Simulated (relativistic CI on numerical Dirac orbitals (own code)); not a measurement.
# One change at a time: V7+

Base calculation: Dirac-Coulomb-Breit CI, separate exchange-only KLI orbitals for each configuration, model QED (radiative potential, 1s self-energy scaled to tabulated hydrogen-like ionisation energies), unscaled Slater integrals.

Configuration list (outside the closed core [Ne]): 3s2 3p4, 3s 3p5, 3p6, 3s2 3p3 3d, 3s 3p4 3d, 3p5 3d, 3s 3p3 3d2, 3s2 3p3 4s, 3s2 3p3 4p, 3s2 3p2 3d 4p, 3p5 4s, 3s2 3p3 4d, 3p5 4p, 3s2 3p2 3d2, 3s2 3p 3d3, 3s 3p2 3d3, 3s2 3p 3d2 4s, 3s2 3p 3d2 4p, 3s2 3p 3d2 4d, 3s2 3p2 3d 4s, 3s 3p2 3d2 4s, 3s2 3p 3d 4s2, 3s2 3p 3d 4s 4p, 3s2 3p 3d 4s 4d. Double excitations out of closed p, d and f shells are left out; levels of such configurations are missing from the list, as are those of other unlisted configurations, and high levels can miss mixing partners.

Variants: (1) configuration mixing switched off. Shifts of the energy above 3s2 3p4 3P_2, in cm⁻¹, for the lowest level and the first level of each name with at least 55 % of one term (blank where a level changes its place among those of its configuration and J or its character, or is not in the variant):

| Level | Base | Δ(1) | Measured |
| --- | --- | --- | --- |
| 3s2 3p4 3P_2 | 0 | 0 | 0 |
| 3s2 3p4 3P_1 | 5925 | +86 | 6008 |
| 3s2 3p4 3P_0 | 7523 | +256 | 7580 |
| 3s2 3p4 1D_2 | 29369 | +1319 | 27072 |
| 3s2 3p4 1S_0 | 61663 | +9974 | 60641 |
| 3s 3p5 3P°_2 | 214027 | +40573 | 217486 |
| 3s 3p5 3P°_1 | 218930 | +40981 | 222406 |
| 3s 3p5 3P°_0 | 221724 | +41099 | 225242 |
| 3s2 3p3 3d 5D°_0 | 298425 | -9704 |  |
| 3s2 3p3 3d 5D°_1 | 298490 | -9687 |  |
| 3s2 3p3 3d 5D°_2 | 298599 | -9651 |  |
| 3s2 3p3 3d 5D°_3 | 298762 | -9608 |  |
| 3s2 3p3 3d 5D°_4 | 299073 | -9596 |  |
| 3s2 3p3 3d 3D°_2 | 322217 | -5999 |  |
| 3s2 3p3 3d 3D°_3 | 322670 | -5988 |  |
| 3s2 3p3 3d 3D°_1 | 323473 | -5973 |  |
| 3s2 3p3 3d 3F°_2 | 330288 | -6628 |  |
| 3s2 3p3 3d 1S°_0 | 331217 | -1548 |  |
| 3s2 3p3 3d 3F°_3 | 332097 | -6692 |  |
| 3s2 3p3 3d 3F°_4 | 334358 | -6773 |  |
| 3s2 3p3 3d 3G°_3 | 353900 | -9775 |  |
| 3s2 3p3 3d 3G°_4 | 354437 | -9760 |  |

At this charge configurations can still be misplaced by up to about 7 % of their energy. 16 of the 18 excited levels that our extract of the measured tables holds in this range could be paired (the sources list more); they are missed by 15223 cm⁻¹ on average and 85614 at most, and levels without a partner can miss by more.

Measured levels: Sugar and Corliss, J. Phys. Chem. Ref. Data 7, 1191 (1978).

Ionisation energy from the two ground configurations alone: base 171.873 eV. The NIST ASD value (semi-empirical) is 173.55 eV.

LS names give the leading component of a level, which can be under half, so a name can repeat, a term be missing and a line seem to break the LS rules.
